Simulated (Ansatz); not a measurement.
```
atom    x (Å)    y (Å)    z (Å)
  Li  -0.8514  -0.8471  -0.8588
   F  -0.9472  -0.9395   0.9466
   F  -0.9413   0.9542  -0.9453
  Li  -0.8598   0.8580   0.8469
   F   0.9467  -0.9418  -0.9425
  Li   0.8508  -0.8606   0.8484
  Li   0.8559   0.8512  -0.8646
   F   0.9525   0.9504   0.9583
```

Basis set: 6-31G* (spherical functions). Correlated methods keep 4 orbitals frozen. Charge 0, multiplicity 1.

Computed with Ansatz (development build ahead of 0.2.0); each method stands on the lowest determinant of its kind that the runs found. Restricted open shells among the atoms or ions are ROHF, correlated in semicanonical orbitals with singles.

Problem. Give the atomization energy at this shape (free ground-state atoms in the same class of orbitals less the molecule, no zero-point energy) of singlet Li₄F₄ by RHF-MP2, RHF.

Solution.

```
 method  atomization energy
RHF-MP2            31.94 eV
    RHF            24.47 eV
```
